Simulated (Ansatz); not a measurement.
Species: CuF, net charge 0, singlet state. SMILES: [F][Cu]
Geometry: optimised at B3LYP-D3(BJ)/def2-TZVP (Ansatz, a program for electronic structure).

Wanted: vertical electron affinity to the doublet, in eV. Conventions: LANL2DZ with its own core potentials from Na on; 6-31G* and kin with 6d, 5d where marked; spin-orbit terms left out; each state is the SCF solution reached for its charge and spin; UHF or UKS for open shells; non-relativistic; frozen cores in correlated levels (noble-gas shells and the d and f shells of earlier blocks). Ab initio and DFT rows: single points at B3LYP-D3(BJ) geometries (Ansatz).

| level | program | vertical electron affinity to the doublet (eV) |
|---|---|---|
| HF/6-31G* | Ansatz | 2.04 |
| HF/6-31G* with LANL2DZ past Ar | Ansatz | 0.67 |
| PBE/6-31G* | Ansatz | 0.83 |
| PBE/6-31G* with LANL2DZ past Ar | Ansatz | 0.95 |
| B3LYP/3-21G | Ansatz | 1.43 |
| B3LYP/6-31G* | Ansatz | 1.13 |
| B3LYP/6-31G* with LANL2DZ past Ar | Ansatz | 1.01 |
| MP2/6-31G* | Ansatz | 0.12 |
| MP2/6-31G* with LANL2DZ past Ar | Ansatz | -1.16 |
| PBE0/def2-TZVPD | Ansatz | 1.18 |
| wB97M-V/def2-TZVPD | Ansatz | 1.03 |

No value to compare with is used here. The 9 habitual levels span -1.16 (MP2/6-31G* with LANL2DZ past Ar) to 2.04 eV (HF/6-31G*); wB97M-V/def2-TZVPD gives 1.03.

The levels are drawn from those run, B3LYP/6-31G* more often than the rest, none by its result; runs whose electronic state is in doubt are left out.
